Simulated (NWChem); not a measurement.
Everything below was run with NWChem. System: Cl2Mg, charge 0, spin multiplicity 1, at a geometry optimised with PBE0/def2-SVP. The structure started from a generated list of species. Level: CCSDT/3-21G, 15 core orbitals frozen.

Part of the output:

```
             Northwest Computational Chemistry Package (NWChem) 7.3.0
             --------------------------------------------------------

                                NWChem Input Module
                                -------------------

 Scaling coordinates for geometry "geometry" by  1.889725989
 (inverse scale =  0.529177249)

 Turning off AUTOSYM since
 SYMMETRY directive was detected!

                             Geometry "geometry" -> ""
                             -------------------------

 Output coordinates in angstroms (scale by  1.889725989 to convert to a.u.)

  No.       Tag          Charge          X              Y              Z
 ---- ---------------- ---------- -------------- -------------- --------------
    1 Mg                  12.0000     0.00000000     0.00000000     0.00000000
    2 Cl                  17.0000     0.00000000     0.00000000    -2.19298000
    3 Cl                  17.0000     0.00000000     0.00000000     2.19298000

 Effective nuclear repulsion energy (a.u.)     133.3210654326

            Nuclear Dipole moment (a.u.)
            ----------------------------
        X                 Y               Z
 ---------------- ---------------- ----------------
     0.0000000000     0.0000000000     0.0000000000

      Symmetry information
      --------------------

 Group name             D2h
 Group number             26
 Group order               8
 No. of unique centers     2

      Symmetry unique atoms

     1    2


 Summary of "ao basis" -> "" (spherical)
 ------------------------------------------------------------------------------
       Tag                 Description            Shells   Functions and Types
 ---------------- ------------------------------  ------  ---------------------
 *                           3-21g                    on all atoms

 Summary of "ao basis" -> "ao basis" (spherical)
 ------------------------------------------------------------------------------
       Tag                 Description            Shells   Functions and Types
 ---------------- ------------------------------  ------  ---------------------
 Mg                          3-21g                   7       13   4s3p
 Cl                          3-21g                   7       13   4s3p

                                 NWChem SCF Module
                                 -----------------

  ao basis        = "ao basis"
  functions       =    39
  atoms           =     3
[...]
     L   x y z        total         open         nuclear
     -   - - -        -----         ----         -------
     0   0 0 0     -0.000000      0.000000     46.000000

     1   1 0 0      0.000000      0.000000      0.000000
     1   0 1 0      0.000000      0.000000      0.000000
     1   0 0 1     -0.000000      0.000000      0.000000

     2   2 0 0    -24.965751      0.000000      0.000000
     2   1 1 0     -0.000000      0.000000      0.000000
     2   1 0 1     -0.000000      0.000000      0.000000
     2   0 2 0    -24.965751      0.000000      0.000000
     2   0 1 1     -0.000000      0.000000      0.000000
     2   0 0 2    -45.165520      0.000000    583.910023

                   NWChem Extensible Many-Electron Theory Module
                   ---------------------------------------------


            General Information
            -------------------
      Number of processors :     1
         Wavefunction type : Restricted Hartree-Fock
          No. of electrons :    46
           Alpha electrons :    23
            Beta electrons :    23
           No. of orbitals :    78
            Alpha orbitals :    39
             Beta orbitals :    39
        Alpha frozen cores :    15
         Beta frozen cores :    15
     Alpha frozen virtuals :     0
      Beta frozen virtuals :     0
         Spin multiplicity : singlet
    Number of AO functions :    39
       Number of AO shells :    21
        Use of symmetry is : on
      Symmetry adaption is : on
         Schwarz screening : 0.10D-09

          Correlation Information
          -----------------------
          Calculation type : Coupled-cluster singles, doubles, & triples
   Perturbative correction : none
            Max iterations :      100
        Residual threshold : 0.10D-05
     T(0) DIIS level shift : 0.00D+00
     L(0) DIIS level shift : 0.00D+00
     T(1) DIIS level shift : 0.00D+00
     L(1) DIIS level shift : 0.00D+00
     T(R) DIIS level shift : 0.00D+00
     T(I) DIIS level shift : 0.00D+00
   CC-T/L Amplitude update :  5-th order DIIS
                I/O scheme : Global Array Library
        L-threshold :  0.10D-05
        EOM-threshold :  0.10D-05
 no EOMCCSD initial starts read in
 TCE RESTART OPTIONS
 SLICE:      F
 D4D5:       F
 quantumc:   F
 qrotation:  F
 pwtce:      F
 qducc:      F
 nacto:                         0
 nrotv:                         0
 nrot:                          0

            Memory Information
            ------------------
          Available GA space size is     249035279 doubles
          Available MA space size is     104855476 doubles

 Maximum block size supplied by input
 Maximum block size        24 doubles

 tile_dim =      4

 -------------------------------------------------

 Global array virtual files algorithm will be used

 Parallel file system coherency ......... OK

 4-electron integrals stored in orbital form

 v2    file size   =             9346
 4-index algorithm nr.  13 is used
 imaxsize =       30
 imaxsize ichop =        0
 IN MAPPING 1 for UCC(4),CCSDT,CCSDTQ


 CCSDT iterations
 --------------------------------------------------------
 Iter          Residuum       Correlation     Cpu    Wall
 --------------------------------------------------------
    1   0.1757653638338  -0.1010062638781    35.1    35.1
    2   0.0392731687057  -0.1095502995349    34.9    34.9
    3   0.0376519249226  -0.1143230272699    34.7    34.7
    4   0.0133299214476  -0.1147789566169    35.2    35.2
    5   0.0116069599235  -0.1156169807319    35.4    35.4
    6   0.0021793687930  -0.1158131176659    37.8    37.8
    7   0.0011150246334  -0.1158757469777    35.7    35.7
    8   0.0006017308046  -0.1158872798445    32.1    32.1
    9   0.0003421032244  -0.1158936915444    22.8    22.8
   10   0.0001997607380  -0.1158970305618    26.9    26.9
   11   0.0000395720718  -0.1159007283160    29.4    29.4
   12   0.0000182566614  -0.1159021912406    30.7    30.7
   13   0.0000105947648  -0.1159028651243    36.7    36.7
   14   0.0000060633607  -0.1159028663950    22.2    22.2
   15   0.0000037689252  -0.1159029855962    27.0    27.0
   16   0.0000010646601  -0.1159029804464    35.9    35.9
   17   0.0000005051307  -0.1159030068830    35.2    35.2
 --------------------------------------------------------
 Iterations converged
 CCSDT correlation energy / hartree =        -0.115903006882972
 CCSDT total energy / hartree       =     -1113.357847311256592

 Singles contributions

 Doubles contributions

 Task  times  cpu:      552.4s     wall:      552.4s

 Total times  cpu:      552.4s     wall:      552.4s
```

Task: Write an NWChem input that would produce this output.

Result: This is not unique; one that fits is 
```
start mol
memory heap 100 mb stack 700 mb global 1900 mb
geometry units angstroms nocenter noautoz
  Mg     0.000000     0.000000     0.000000
  Cl     0.000000     0.000000    -2.192980
  Cl     0.000000     0.000000     2.192980
  symmetry group D2h
end
basis spherical
  * library 3-21g
end
scf
  rhf
  nopen 0
  maxiter 100
  thresh 1e-7
  semidirect memsize 60000000 filesize 0
end
tce
  freeze core 15
  ccsdt
  2eorb
  2emet 13
  thresh 1e-6
  maxiter 100
  tilesize 24
end
task tce energy
```
